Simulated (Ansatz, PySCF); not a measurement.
Ti(I)(SH)3 (H3IS3Ti), SMILES [Ti]([I])([SH])([SH])[SH], multiplicity 1. Atoms are numbered in the order given.

```xyz
8

Ti    -0.4891    -0.3115     0.3691
I      1.5097     0.9819    -0.6031
S     -0.0299    -1.2997     2.3440
H      0.3886    -0.0965     2.8227
S     -1.1162    -1.9919    -1.0142
H     -2.4043    -1.8255    -0.6197
S     -2.2589     1.0380     0.8180
H     -2.1308     1.5894    -0.4192
```

Geometry: B3LYP-D3(BJ)/def2-SVP. The spin state was assumed, not searched. The def2 effective core potentials stand for the cores of I; spin–orbit coupling is left out. The values are those of a single conformer.

Two levels are set side by side: PBE-D3(BJ)/def2-SVP (Ansatz, an electronic-structure program) and B3LYP-D3(BJ)/def2-SVP (Ansatz). Each level has its own optimised geometry; the coordinates shown are those of the second. Frequencies come from the Hessian of PySCF at each geometry. Differences are taken from unrounded values.

```json
[
 {"quantity": "mean bond length (Å)", "B3LYP-D3(BJ)": "1.920", "PBE-D3(BJ)": "1.927", "PBE-D3(BJ) minus B3LYP-D3(BJ)": "0.007"},
 {"quantity": "bond Ti1–I2 (Å)", "B3LYP-D3(BJ)": "2.572", "PBE-D3(BJ)": "2.574", "PBE-D3(BJ) minus B3LYP-D3(BJ)": "0.002"},
 {"quantity": "bond Ti1–S3 (Å)", "B3LYP-D3(BJ)": "2.256", "PBE-D3(BJ)": "2.260", "PBE-D3(BJ) minus B3LYP-D3(BJ)": "0.004"},
 {"quantity": "bond Ti1–S5 (Å)", "B3LYP-D3(BJ)": "2.265", "PBE-D3(BJ)": "2.270", "PBE-D3(BJ) minus B3LYP-D3(BJ)": "0.005"},
 {"quantity": "bond Ti1–S7 (Å)", "B3LYP-D3(BJ)": "2.270", "PBE-D3(BJ)": "2.276", "PBE-D3(BJ) minus B3LYP-D3(BJ)": "0.006"},
 {"quantity": "bond S3–H4 (Å)", "B3LYP-D3(BJ)": "1.361", "PBE-D3(BJ)": "1.371", "PBE-D3(BJ) minus B3LYP-D3(BJ)": "0.010"},
 {"quantity": "bond S5–H6 (Å)", "B3LYP-D3(BJ)": "1.357", "PBE-D3(BJ)": "1.368", "PBE-D3(BJ) minus B3LYP-D3(BJ)": "0.011"},
 {"quantity": "bond S7–H8 (Å)", "B3LYP-D3(BJ)": "1.361", "PBE-D3(BJ)": "1.371", "PBE-D3(BJ) minus B3LYP-D3(BJ)": "0.010"},
 {"quantity": "highest harmonic wavenumber (cm⁻¹)", "B3LYP-D3(BJ)": "2650", "PBE-D3(BJ)": "2588", "PBE-D3(BJ) minus B3LYP-D3(BJ)": "-62"},
 {"quantity": "mean harmonic wavenumber (cm⁻¹)", "B3LYP-D3(BJ)": "673", "PBE-D3(BJ)": "654", "PBE-D3(BJ) minus B3LYP-D3(BJ)": "-20"},
 {"quantity": "zero-point energy (kcal/mol)", "B3LYP-D3(BJ)": "17.32", "PBE-D3(BJ)": "16.82", "PBE-D3(BJ) minus B3LYP-D3(BJ)": "-0.50"}
]
```

Exact exchange shortens and stiffens bonds; PBE has none. Differences between two approximate levels are no errors against the true value.
